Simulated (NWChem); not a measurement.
Everything below was run with NWChem. System: C₂H₆Mg, charge 0, spin multiplicity 1, at a geometry optimised with PBE/def2-SVP. The structure started from a generated list of species.

Job file:

```
start mol
memory heap 200 mb stack 900 mb global 1100 mb
geometry units angstroms nocenter noautoz noautosym
  Mg     0.000000     0.000000     0.000320
  C     -0.273803    -2.092299    -0.000142
  H      0.013337    -2.551499    -0.971225
  H     -1.333002    -2.374641     0.186460
  H      0.334171    -2.594567     0.783695
  C      0.273803     2.092299    -0.000142
  H      1.333002     2.374641     0.186460
  H     -0.334171     2.594567     0.783695
  H     -0.013337     2.551499    -0.971225
end
basis spherical
  * library def2-svp
end
dft
  xc xpbe96 cpbe96
  semidirect memsize 60000000 filesize 0
  iterations 100
  convergence nolevelshifting
  cdft 1 1 charge -1.0 pop becke
end
task dft energy
```

The output up to the point where the run's verdict is printed (cleaned and shortened):

```
             Northwest Computational Chemistry Package (NWChem) 7.3.0
             --------------------------------------------------------

                                NWChem Input Module
                                -------------------

 Scaling coordinates for geometry "geometry" by  1.889725989
 (inverse scale =  0.529177249)

                             Geometry "geometry" -> ""
                             -------------------------

 Output coordinates in angstroms (scale by  1.889725989 to convert to a.u.)

  No.       Tag          Charge          X              Y              Z
 ---- ---------------- ---------- -------------- -------------- --------------
    1 Mg                  12.0000     0.00000000     0.00000000     0.00032000
    2 C                    6.0000    -0.27380300    -2.09229900    -0.00014200
    3 H                    1.0000     0.01333700    -2.55149900    -0.97122500
    4 H                    1.0000    -1.33300200    -2.37464100     0.18646000
    5 H                    1.0000     0.33417100    -2.59456700     0.78369500
    6 C                    6.0000     0.27380300     2.09229900    -0.00014200
    7 H                    1.0000     1.33300200     2.37464100     0.18646000
    8 H                    1.0000    -0.33417100     2.59456700     0.78369500
    9 H                    1.0000    -0.01333700     2.55149900    -0.97122500

 Effective nuclear repulsion energy (a.u.)      78.4090148780

            Nuclear Dipole moment (a.u.)
            ----------------------------
        X                 Y               Z
 ---------------- ---------------- ----------------
     0.0000000000     0.0000000000    -0.0000075589


 Summary of "ao basis" -> "" (spherical)
 ------------------------------------------------------------------------------
       Tag                 Description            Shells   Functions and Types
 ---------------- ------------------------------  ------  ---------------------
 *                          def2-svp                  on all atoms

  pbe96 is a nonlocal functional; adding pw91lda local functional.
[...]
 d= 0,ls=0.0,diis    74   -278.5728286642  2.74D-04  3.02D-02  9.51D-03    26.8
 CDFT multipliers:
      1       -0.7967863311
      iter =    6
 d= 0,ls=0.0,diis    75   -278.5731684293 -3.40D-04  3.02D-02  8.46D-03    27.1
 CDFT multipliers:
      1       -0.7968798781
      iter =    5
 d= 0,ls=0.0,diis    76   -278.5725520933  6.16D-04  2.11D-03  9.96D-03    27.5
 CDFT multipliers:
      1       -0.7968435502
      iter =    6
 d= 0,ls=0.0,diis    77   -278.5729197713 -3.68D-04  2.73D-02  9.38D-03    27.9
 CDFT multipliers:
      1       -0.7949199298
      iter =    6
 d= 0,ls=0.0,diis    78   -278.5732443602 -3.25D-04  4.77D-03  9.05D-03    28.2
 CDFT multipliers:
      1       -0.7973469861
      iter =    5
 d= 0,ls=0.0,diis    79   -278.5744055169 -1.16D-03  2.50D-03  6.75D-03    28.6
 CDFT multipliers:
      1       -0.7973319067
      iter =    5
 d= 0,ls=0.0,diis    80   -278.5744490897 -4.36D-05  7.68D-03  6.25D-03    29.0
 CDFT multipliers:
      1       -0.7978317490
      iter =    5
 d= 0,ls=0.0,diis    81   -278.5743907148  5.84D-05  2.85D-02  6.73D-03    29.3
 CDFT multipliers:
      1       -0.7926615121
      iter =    7
 d= 0,ls=0.0,diis    82   -278.5722225452  2.17D-03  1.57D-03  8.94D-03    29.7
 CDFT multipliers:
      1       -0.7930191682
      iter =   11
 d= 0,ls=0.0,diis    83   -278.5726114252 -3.89D-04  1.88D-04  8.25D-03    30.1
 CDFT multipliers:
      1       -0.7931668941
      iter =   13
 d= 0,ls=0.0,diis    84   -278.5727098714 -9.84D-05  5.11D-04  8.00D-03    30.5
 CDFT multipliers:
      1       -0.7931019650
      iter =   15
 d= 0,ls=0.0,diis    85   -278.5726288508  8.10D-05  3.05D-02  8.15D-03    30.8
 CDFT multipliers:
      1       -0.7956686833
      iter =    5
 d= 0,ls=0.0,diis    86   -278.5715306707  1.10D-03  6.49D-03  1.58D-02    31.2
 CDFT multipliers:
      1       -0.7955978183
      iter =    6
 d= 0,ls=0.0,diis    87   -278.5731899308 -1.66D-03  1.65D-02  8.90D-03    31.6
 CDFT multipliers:
      1       -0.7977605062
      iter =    5
 d= 0,ls=0.0,diis    88   -278.5711902493  2.00D-03  1.96D-02  1.52D-02    31.9
 CDFT multipliers:
      1       -0.7977300436
      iter =    6
 d= 0,ls=0.0,diis    89   -278.5720870789 -8.97D-04  3.61D-03  1.21D-02    32.3
 CDFT multipliers:
      1       -0.7977136443
      iter =    5
 d= 0,ls=0.0,diis    90   -278.5730672213 -9.80D-04  2.39D-03  9.58D-03    32.7
 CDFT multipliers:
      1       -0.7955772077
      iter =    6
 d= 0,ls=0.0,diis    91   -278.5730537208  1.35D-05  3.02D-02  8.63D-03    33.0
 CDFT multipliers:
      1       -0.7946688077
      iter =    6
 d= 0,ls=0.0,diis    92   -278.5722199843  8.34D-04  1.59D-03  1.27D-02    33.5
 CDFT multipliers:
      1       -0.7973104518
      iter =    8
 d= 0,ls=0.0,diis    93   -278.5746369749 -2.42D-03  3.01D-02  6.07D-03    34.0
 CDFT multipliers:
      1       -0.7970107564
      iter =    6
 d= 0,ls=0.0,diis    94   -278.5734338621  1.20D-03  1.70D-04  8.81D-03    34.5
 CDFT multipliers:
      1       -0.7969094995
      iter =    6
 d= 0,ls=0.0,diis    95   -278.5735303630 -9.65D-05  2.93D-02  8.42D-03    34.9
 CDFT multipliers:
      1       -0.7961058384
      iter =   12
 d= 0,ls=0.0,diis    96   -278.5737341886 -2.04D-04  2.69D-03  7.59D-03    35.3
 CDFT multipliers:
      1       -0.7958705022
      iter =    5
 d= 0,ls=0.0,diis    97   -278.5739544952 -2.20D-04  1.32D-03  6.45D-03    35.8
 CDFT multipliers:
      1       -0.7960174776
      iter =   10
 d= 0,ls=0.0,diis    98   -278.5740921319 -1.38D-04  2.93D-02  6.04D-03    36.2
 CDFT multipliers:
      1       -0.7968349212
      iter =    6
 d= 0,ls=0.0,diis    99   -278.5711897243  2.90D-03  3.00D-02  1.32D-02    36.6
 CDFT multipliers:
      1       -0.7967050121
      iter =    5
 d= 0,ls=0.0,diis   100   -278.5712724231 -8.27D-05  7.73D-03  1.31D-02    37.0
  CDFT final multipliers
      1       -0.7971252155
```

The run did not converge; its last values are not results. The next line reads: Calculation failed to converge. NWChem stopped with the message: dft energy failed.
